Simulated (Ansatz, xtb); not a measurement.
Species: ZnBr, charge 0, multiplicity 2. The spin state was set by rule; other spins were not relaxed. SMILES of the parent species: [Zn][Br]
Geometry from a B3LYP-D3(BJ)/def2-TZVP (Ansatz, an electronic-structure program) optimisation:
```
Zn
Br 1 2.3405
```
Charge 0, spin multiplicity 2.

Harmonic wavenumbers from GFN2-xTB (xtb, at its own minimum), cm⁻¹: 179.

**Question.** Give the harmonic wavenumbers at B3LYP-D3(BJ)/def2-TZVP (Ansatz, finite differences of forces, unscaled).

**Answer.** 253 cm⁻¹. Zero-point energy 0.4 kcal/mol.

**Question.** From these and the geometry, give the ideal-gas thermochemistry at 298.15 K and 1 atm (rigid rotor, harmonic oscillator).

**Answer.** Point group C∞v, rotational symmetry number 1. Rotational constants 2.566, 2.566 GHz. S(trans) 40.83, S(rot) 17.47, S(vib) 1.71, S(elec, spin only) 1.38, S 61.4 cal/(mol K). H(298) - H(0) 2.38 kcal/mol; G - E(el) -15.6 kcal/mol.
